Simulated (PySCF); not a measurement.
Cr(NH2)2 (quintet state).
SMILES: `[NH2][Cr][NH2]`

Method: PySCF, PBE0-D3(BJ)/def2-SVP geometry optimisation, gas phase.

Take the most abundant isotopes and a rigid rotor. 

Question: Give the principal moments of inertia and the rotational constants in MHz.

Answer: Ia = 2.68, Ib = 122.22, Ic = 124.90 u·Å²; 505379 MHz·u·Å²/I gives A = 188305, B = 4135, C = 4046 MHz.

Question: What kind of rotor is it?

Answer: A near-prolate asymmetric top. Ray's parameter κ = (2B − A − C)/(A − C) = -0.999; −1 is the prolate and +1 the oblate limit.

Question: What does the inertial defect say?

Answer: Planar: Δ = Ic − Ia − Ib = 0.00 u·Å². For a rigid frame Δ = −2 Σ m c², so it vanishes when all atoms lie in the ab plane; here none is more than 0.01 Å from it.

Question: Give the coordinates in the principal-axis frame, origin at the centre of mass.

Answer: The sense of each axis is arbitrary; atoms in the order of the calculation.
```csv
atom,mass (u),a (Å),b (Å),c (Å)
Cr1,51.941,0.000,0.000,0.001
N2,14.003,1.866,0.000,-0.001
H3,1.008,2.471,-0.821,-0.002
H4,1.008,2.483,0.811,-0.003
N5,14.003,-1.866,0.000,-0.001
H6,1.008,-2.471,-0.821,-0.004
H7,1.008,-2.483,0.811,-0.003
```

Question: Where do the levels up to J = 3 lie, in K?

Answer: Above 0(0,0), as E/k:
J = 1: 1(0,1) 0.393, 1(1,1) 9.231, 1(1,0) 9.236
J = 2: 2(0,2) 1.178, 2(1,2) 10.012, 2(1,1) 10.025, 2(2,1) 36.542, 2(2,0) 36.542
J = 3: 3(0,3) 2.356, 3(1,3) 11.184, 3(1,2) 11.210, 3(2,2) 37.719, 3(2,1) 37.719, 3(3,1) 81.924, 3(3,0) 81.924
Those of J = 1 are B + C, A + C and A + B.

The point group D2h allows no dipole (computed: 0.02 D), so a rigid rotor has no electric-dipole lines.

Question: Estimate the classical rotational partition function at 50 K, 100 K and 298.15 K.

Answer: Point group D2h, symmetry number σ = 4; q = (√π/σ)·√((kT/h)³/(ABC)), k/h = 20836.6 MHz/K: 265 at 50 K, 751 at 100 K, 3870 at 298.15 K.

For this open shell read J as N, the rotation without spin; fine and hyperfine splittings come on top. No frequency check. ⟨S²⟩ = 6.116 (exact for a quintet: 6.00). No vibrational averaging or centrifugal distortion is included, and the geometry carries the error of its method. Quadrupole hyperfine structure (14N) is left out.

The run took 8.2 s on one thread of an Arm Neoverse V2, on a shared host. These figures are those of the optimisation.

For an open-shell metal species like this, the optimisation's SCF solution wasn't tested for stability and no frequencies at its level were run, so a lower state or another shape may exist.
